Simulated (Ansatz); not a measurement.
The first iterations of a band of FH + H9NSi3 (15 atoms, charge 0, multiplicity 1).

These are results of Ansatz 0.2.0, RKS B3LYP-D4/def2-SVP, not measurements.

```
movable images  : 5
climbing image  : yes
spring          : 5.0 eV/Å²
optimiser       : quadratic models (default)
start path      : through a guess of the saddle point
force threshold : 0.05 eV/Å
iteration limit : 60
end points      : relaxed
```

First end point:

```xyz
15
Properties=species:S:1:pos:R:3
Si -0.142 0.072 0.006
Si -0.131 0.257 2.372
H -1.492 0.226 2.992
H 0.640 -0.876 3.010
H 0.554 1.510 2.817
Si 2.094 0.112 -0.739
H 2.411 -1.047 -1.620
H 2.300 1.373 -1.522
H 3.043 0.144 0.412
N -0.997 1.375 -0.778
H -2.002 1.474 -0.662
H -0.556 2.285 -0.866
H -0.841 -1.201 -0.334
F 1.521 -2.292 1.007
H 1.340 -1.935 1.851
```

Last end point:

```xyz
15
Properties=species:S:1:pos:R:3
Si -0.030 -0.396 -0.896
Si 0.177 0.033 3.149
H -1.206 -0.469 2.932
H 0.534 -0.086 4.592
H 0.245 1.477 2.769
Si 2.264 0.006 -1.184
H 3.024 -1.267 -1.349
H 2.490 0.864 -2.386
H 2.787 0.728 0.016
N -0.740 1.017 -0.228
H -1.745 1.163 -0.203
H -0.259 1.601 0.448
H -0.782 -0.754 -2.130
F -0.167 -1.708 0.086
H 1.150 -0.733 2.328
```

| iteration | highest image above the first end (eV) | largest band force component (eV/Å) |
| --- | --- | --- |
| 1 | 3.607 | 3.643 |
| 2 | 2.364 | 1.771 |
| 3 | 1.946 | 1.111 |
| 4 | 1.784 | 1.224 |
| 5 | 1.628 | 0.668 |
| 6 | 1.506 | 0.616 |
| 7 | 1.515 | 0.779 |

Question: Does the band converge within its limit, and where does its top end?

Answer: It converged. It ended after 21 iterations with the highest image 1.360 eV above the first end. Neighbouring images differ by up to 2.2 eV, so the band resolves the path poorly. A vibrational analysis at the climbing image gives one clearly imaginary mode, 1061i cm⁻¹: a first-order saddle point. The orbitals stay closed-shell, which can raise the energy where a bond breaks towards radicals; this wasn't checked here.

Run time: 6.4 min on 4 threads of Arm Neoverse N1 (shared host), peak memory 0.37 GiB.
